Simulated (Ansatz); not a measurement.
Ba(Cl)2 anion (BaCl2), SMILES [Cl][Ba][Cl] (connectivity only; charge and spin as stated), charge -1, multiplicity 2.

The structure is a stationary point at PBE0-D3(BJ)/def2-SVPD. A frequency run showed that this geometry is not a minimum. The spin state was assumed, not searched. The isomer is the one that the SMILES or the coordinates give; other isomers of the formula were not compared. The def2 effective core potentials stand for the cores of Ba; spin–orbit coupling is left out.

Two levels are set side by side: PBE/def2-TZVPD (Ansatz, an electronic-structure program) and CAM-B3LYP/def2-TZVPD (Ansatz). Energy differences of separate SCF runs at the same geometry; the states with an electron removed or added have multiplicity 1. Differences are taken from unrounded values.

```tsv
quantity	CAM-B3LYP	PBE	PBE minus CAM-B3LYP
vertical ionisation energy (eV)	0.97	1.02	0.05
```
